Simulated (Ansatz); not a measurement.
One change: `B[CH2][Al]([CH3])[CH3]` becomes `[CH3][Al]([CH3])[Cl]`.

Ansatz, PBE0-D4/def2-TZVP geometries, multiplicity 1. Each molecule was computed in one conformer, which needn't be the lowest.

```csv
property,`B[CH2][Al]([CH3])[CH3]`
LUMO energy (B3LYP/def2-TZVPP) / eV,-1.62
HOMO–LUMO gap (PBE/def2-TZVPP) / eV,4.35
HOMO energy (B3LYP/def2-TZVPP) / eV,-7.55
size of the dipole moment (PBE/def2-TZVPP) / D,1.95
LUMO energy (ωB97M-V/def2-TZVPP) / eV,0.32
LUMO energy (PBE0/def2-TZVPP) / eV,-1.43
```

(1) Give the same properties after the change, and the shifts. (Best estimate.)

## Answers

(1) The calculation gave: 
```
                                      property  `[CH3][Al]([CH3])[Cl]`  shift
           LUMO energy (B3LYP/def2-TZVPP) / eV                   -0.85   0.77
           HOMO–LUMO gap (PBE/def2-TZVPP) / eV                    5.21   0.86
           HOMO energy (B3LYP/def2-TZVPP) / eV                   -7.68  -0.13
size of the dipole moment (PBE/def2-TZVPP) / D                    2.00   0.05
         LUMO energy (ωB97M-V/def2-TZVPP) / eV                    0.97   0.65
            LUMO energy (PBE0/def2-TZVPP) / eV                   -0.62   0.81
```

With PBE0 the HOMO falls by 0.12 eV and the LUMO rises by 0.81 eV, so the gap widens by about 0.93 eV. PBE moves the HOMO by 0.01 eV and ωB97M-V by -0.15 eV. Dipoles are sizes alone; their direction can turn.

B3LYP here is the variant with VWN-RPA as its local correlation; programs differ in this.
